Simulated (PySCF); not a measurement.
C₃H₁₄GeO₂Si₂, SMILES [CH3][Ge]([CH3])([CH3])[O][SiH2]O[SiH3], GFN2-xTB optimised geometry.

```
22

Si    -0.66    -1.60     0.00
O     -1.20    -0.08     0.00
Si    -1.32     1.41     0.64
O     -0.27     1.68     1.82
Ge     1.32     1.33     2.54
C      1.11    -0.40     3.50
C      2.62     1.27     1.04
C      1.60     2.88     3.76
H     -1.15    -2.30     1.19
H      0.81    -1.60     0.00
H     -1.20    -2.17    -1.23
H     -2.64     1.49     1.25
H     -1.05     2.30    -0.49
H      0.30    -0.33     4.22
H      2.02    -0.65     4.04
H      0.88    -1.20     2.81
H      2.64     2.23     0.52
H      2.34     0.50     0.32
H      3.62     1.06     1.40
H      2.54     2.78     4.28
H      0.80     2.93     4.49
H      1.61     3.81     3.19
```

Density from PBE0/def2-SVP run with PySCF at that geometry.

Minimum of the electron density along straight lines between bonded atoms, close to the bond critical point (lines longer than 1.1 times the sum of covalent radii, or with two minima, are not listed):

```tsv
bond	length / Å	ρ at the minimum / e bohr⁻³	∇²ρ there / e bohr⁻⁵	position (fraction from the first atom)
Si1–O2	1.608	0.130	1.15	0.42
O2–Si3	1.626	0.124	1.07	0.59
Si3–O4	1.602	0.134	1.18	0.42
O4–Ge5	1.780	0.129	0.69	0.53
Ge5–C6	1.989	0.123	0.02	0.47
Ge5–C7	1.989	0.123	0.02	0.47
Ge5–C8	1.989	0.123	0.03	0.47
Si1–H9	1.466	0.119	0.32	0.49
Si1–H10	1.470	0.118	0.31	0.49
Si1–H11	1.460	0.120	0.32	0.49
Si3–H12	1.457	0.122	0.33	0.49
Si3–H13	1.459	0.121	0.33	0.49
C6–H14	1.087	0.273	-0.99	0.63
C6–H15	1.086	0.272	-0.98	0.63
C6–H16	1.086	0.273	-0.98	0.63
C7–H17	1.087	0.273	-0.99	0.63
C7–H18	1.086	0.273	-0.99	0.63
C7–H19	1.086	0.272	-0.98	0.63
C8–H20	1.086	0.273	-0.98	0.62
C8–H21	1.086	0.273	-0.99	0.63
C8–H22	1.086	0.273	-0.99	0.63
```
